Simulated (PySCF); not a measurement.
Checking a proposed structure

A compound C8H11BO gives the data below (simulated from a calculation) and was assigned the structure `COC1=CC=CC=CB1C`.

13C{1H} NMR (computed): δ 176.0 (C), 166.8 (CH), 149.4 (CH), 143.5 (CH), 143.3 (CH), 127.2 (CH), 63.1 (CH2), 16.9 (CH3).

1H NMR (400 MHz, computed): δ 8.51 (m, 1H), 7.89 (d, 1H), 7.88 (m, 1H), 7.46 (m, 1H), 6.96 (d, 1H), 6.25 (br, 1H), 3.72 (q, 2H), 1.55 (t, 3H).

How the numbers were obtained: GIAO PBE0/pcSseg-1 shieldings, PBE0-D3(BJ)/def2-SVP structure, in PySCF 2.14 (in vacuum, fast rotation and ring inversion assumed for equivalent nuclei, a single conformation, no relativistic terms).

Scale: 1H (σref 31.27), 13C (σref 184.41) against TMS (reference shieldings calculated alike).

Problem. Compare with the shifts computed for the proposed structure, pairing carbons in order of shift.

Solution. Atom-mapped SMILES (the numbers label the heavy atoms): `[CH3:1][O:2][C:3]1=[CH:4][CH:5]=[CH:6][CH:7]=[CH:8][B:9]1[CH3:10]`. Each H is labelled by its parent atom.

```csv
atom,computed for proposal,given list,difference
C3,191.2,176.0,+15.2
C8,155.2,166.8,-11.6
C7,154.8,149.4,+5.4
C5,139.7,143.5,-3.8
C6,133.3,143.3,-10.0
C4,123.8,127.2,-3.4
C1,53.8,63.1,-9.3
C10,9.7,16.9,-7.2
```

The rms difference is 9.1 ppm and the largest +15.2 ppm at C3 (alkene carbon bearing oxygen). The carbon types in order of shift don't match either: C, CH, CH, CH, CH, CH, CH3, CH3 for the proposal against C, CH, CH, CH, CH, CH, CH2, CH3 in the data. The proposal doesn't fit.

Problem. Which isomer fits?

Solution. SMILES CCOC1=CBC=CC=C1.

δC 176.0: alkene carbon bearing oxygen; an sp2 carbon further deshielded by the attached heteroatom. δC 166.8, 149.4, 143.3, 127.2: alkene CH. δC 143.5: β carbon of an enol-ether or enamine type C=C. δC 63.1: sp3 CH2 bonded to O; deshielded by the electronegative neighbour.

Other isomers checked: C=CCB(C)c1ccco1 (rms 14.9 ppm); CCOBc1ccccc1 (rms 15.6 ppm).

This is the structure that produced the data.

Hydrogens on boron are broadened and split by 11B (spin 3/2, 80 %) and 10B (spin 3). A carbon bonded to boron is broadened by the quadrupolar boron nucleus and is often missing from a measured spectrum. Shifts are as computed. Against solution values, carbons near 30 ppm lie about +2 ppm off and those near 130 ppm about +5 ppm. Of 1313 compounds with measured shifts, 239 miss one by over three times the rms of a fit or turn the order of signals round; such compounds aren't used in these exercises. Multiplicities follow the n + 1 count of equivalent neighbours, as no J values were calculated; m marks all less simple cases, F and P coupling included.
